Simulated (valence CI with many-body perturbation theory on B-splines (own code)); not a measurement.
## E1 transitions of Tc³⁺

Method: valence CI with perturbative core correlation (CI+MBPT): four valence electrons over a frozen Dirac-Fock core [Kr], a basis of 7 s, 7 p, 8 d, 6 f, 4 g, 1 h functions for each j, with the one-electron correlation potential Σ1, the two-electron term Σ2, the three-electron term Σ3, Breit, model QED; selected CI, second order for the rest, scaled by the run's own slope (own B-spline code, finite nucleus).

No measured levels were compared; by estimate terms of the open shell hold to 2 to 4 % of their energy, and close levels can change places; different configurations can be misplaced against each other by 1,000 to 8,000 cm⁻¹. Among the levels kept, up to 420 cm⁻¹ of a level comes from second order outside the variational space, and about a tenth of that is noise between levels of different J, which matters for small intervals.

Lines 251 to 300 of 558 in falling wavelength, among levels below 25.303 eV, chosen from the strongest by gf and those to the six lowest levels. Wavelengths and rates use the calculated energies, so an error of 2000 cm⁻¹ moves a line at 140.1 nm by 2.8 % and its rate by three times that or more. Electric multipoles are in the length gauge, E1 and E2 with the static RPA response of the core. Weak lines are less certain than strong ones. Lines between different terms over intervals too small for the method are left out, as are lines whose strength nearly cancels. Where a level lies close to another of its J and parity, the split of strength between their lines is uncertain. The highest levels of a list are the least certain.

Names give the largest LS component (configuration and term), which can be under half, so a name can repeat, a term be missing and a line seem to break the LS rules; names also repeat where a configuration has a term twice. Letters in brackets count levels of one name in rising energy.

```
λ vac (nm)            Upper             Lower   A (s⁻¹)  S (a.u.)
     140.1      4d3 5d 5G_5      4d3 5p 5F°_4  1.24e+09  1.85e+01
     140.1      4d3 5d 3D_3  4d3 5p 5D°_4 [a]  4.93e+08  4.69e+00
     139.9      4d3 5d 3H_4  4d3 5p 3D°_3 [a]  8.76e+07  1.06e+00
     139.8  4d3 5d 3D_2 [b]      4d3 5p 5F°_1  1.46e+08  9.87e-01
     139.8      4d3 5d 5F_4      4d3 5p 5F°_4  4.32e+08  5.24e+00
     139.7      4d3 5d 5P_3      4d3 5p 5F°_4  1.94e+08  1.83e+00
     139.4      4d3 5d 5F_2  4d3 5p 5D°_1 [a]  2.70e+08  1.80e+00
     139.4      4d3 5d 3G_4  4d3 5p 3G°_4 [a]  5.76e+08  6.93e+00
     139.3      4d3 5d 3G_3  4d3 5p 3G°_3 [a]  6.27e+08  5.86e+00
     139.2      4d3 5d 5G_2  4d3 5p 5D°_3 [a]  2.19e+08  1.46e+00
     138.9      4d3 5d 5F_5      4d3 5p 5F°_5  6.96e+08  1.01e+01
     138.9      4d3 5d 5F_3  4d3 5p 5D°_2 [a]  1.22e+08  1.12e+00
     138.6      4d3 5d 5G_3  4d3 5p 5D°_3 [a]  1.32e+08  1.21e+00
     138.4      4d3 5d 5G_6      4d3 5p 5F°_5  1.12e+09  1.91e+01
     138.3      4d3 5d 5P_3  4d3 5p 3D°_2 [b]  1.61e+08  1.47e+00
     138.2      4d3 5d 5F_2  4d3 5p 5D°_3 [a]  3.51e+08  2.29e+00
     137.8      4d3 5d 5F_4  4d3 5p 5D°_4 [a]  4.24e+08  4.93e+00
     137.8      4d3 5d 5P_3  4d3 5p 5D°_4 [a]  5.01e+08  4.53e+00
     137.7      4d3 5d 5H_5      4d3 5p 5G°_5  8.95e+07  1.27e+00
     137.6      4d3 5d 5H_7      4d3 5p 5G°_6  2.25e+09  4.34e+01
     137.3      4d3 5d 5P_1  4d3 5p 3D°_2 [a]  3.54e+08  1.35e+00
     137.0  4d3 5d 3D_2 [a]  4d3 5p 3D°_2 [a]  5.70e+08  3.62e+00
     137.0      4d3 5d 3D_3  4d3 5p 5D°_3 [a]  4.95e+08  4.39e+00
     136.5      4d3 5d 5F_3  4d3 5p 5D°_3 [a]  5.99e+08  5.26e+00
     136.2      4d3 5d 5F_5      4d3 5p 5G°_6  2.74e+08  3.76e+00
     136.2      4d3 5d 5H_4      4d3 5p 5G°_4  1.34e+08  1.51e+00
     136.2      4d3 5d 3D_1  4d3 5p 3D°_1 [a]  1.26e+09  4.71e+00
     136.1      4d3 5d 5G_2  4d3 5p 3D°_2 [a]  3.37e+08  2.10e+00
     136.0      4d3 5d 5F_5  4d3 5p 5D°_4 [a]  6.29e+08  8.60e+00
     136.0      4d3 5d 3H_5      4d3 5p 5F°_4  1.30e+08  1.77e+00
     135.7      4d3 5d 3G_4  4d3 5p 3D°_3 [a]  1.57e+08  1.75e+00
     135.7      4d3 5d 5G_6      4d3 5p 5G°_6  8.27e+08  1.33e+01
     135.6      4d3 5d 3P_1  4d3 5p 3D°_2 [b]  3.65e+08  1.35e+00
     135.6      4d3 5d 5H_6      4d3 5p 5G°_5  1.91e+09  3.06e+01
     135.5      4d3 5d 5G_3  4d3 5p 3D°_2 [a]  2.32e+08  1.99e+00
     135.2      4d3 5d 5F_2  4d3 5p 3D°_2 [a]  3.61e+08  2.20e+00
     135.0  4d3 5d 3D_2 [a]  4d3 5p 3D°_1 [a]  5.21e+08  3.16e+00
     134.9      4d3 5d 3P_2  4d3 5p 3D°_3 [a]  5.27e+08  3.19e+00
     134.9      4d3 5d 5H_3      4d3 5p 5G°_3  1.51e+08  1.28e+00
     134.7      4d3 5d 5F_4  4d3 5p 5D°_3 [a]  3.99e+08  4.33e+00
     134.4      4d3 5d 5H_5      4d3 5p 5G°_4  1.92e+09  2.53e+01
     134.2      4d3 5d 3F_3  4d3 5p 3D°_3 [a]  1.27e+08  1.06e+00
     134.1      4d3 5d 5G_5      4d3 5p 5G°_5  4.89e+08  6.40e+00
     134.1      4d3 5d 3H_6      4d3 5p 5F°_5  2.22e+08  3.43e+00
     134.0      4d3 5d 3D_3  4d3 5p 3D°_2 [a]  1.38e+08  1.14e+00
     133.7      4d3 5d 5F_4      4d3 5p 5G°_5  3.65e+08  3.88e+00
     133.5      4d3 5d 5F_3  4d3 5p 3D°_2 [a]  1.81e+08  1.48e+00
     133.4      4d3 5d 5H_4      4d3 5p 5G°_3  2.00e+09  2.11e+01
     132.8      4d3 5d 5G_4      4d3 5p 5G°_4  5.42e+08  5.64e+00
     132.7      4d3 5d 5H_3      4d3 5p 5G°_2  2.14e+09  1.73e+01
```
